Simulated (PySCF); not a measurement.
## Stationary points of TaS₂⁺

All numbers come from PBE0 in PySCF with Ta def2-TZVP with ECP60, S def2-TZVP; scalar-relativistic core potentials, no spin–orbit coupling; density-fitted integrals.

Relaxations began from a few typed shapes. The search is not exhaustive: other isomers or separated fragments can lie lower, and high-lying points may rest on an excited occupation.

(1) Order these stationary points by electronic energy, lowest first, in kJ/mol from the lowest minimum.
A. singlet C2v: Ta–S 2.116 Å (×2); S–Ta–S 105.0°
B. singlet (closed shell, unstable to spin polarisation) C2v: S–S 2.064 Å, Ta–S 2.231 Å (×2); S–S–Ta 62.5° (×2), S–Ta–S 55.1°

(2) Which of them are minima?

Results:

(1) A (0.0), B (144.0).

(2) By energy in kJ/mol, 0.0: minimum; 144.0: minimum of the closed-shell surface only.

Formally Ta is in oxidation state +5, d0. A d0 centre has no lone pair, yet it is C2v rather than linear: covalent bonding through the d orbitals favours lower symmetry. The polar-tensor charge on Ta, 1.48, is far below the formal one.

For the lowest minimum: no spin–orbit coupling is included, which matters more the heavier the element.
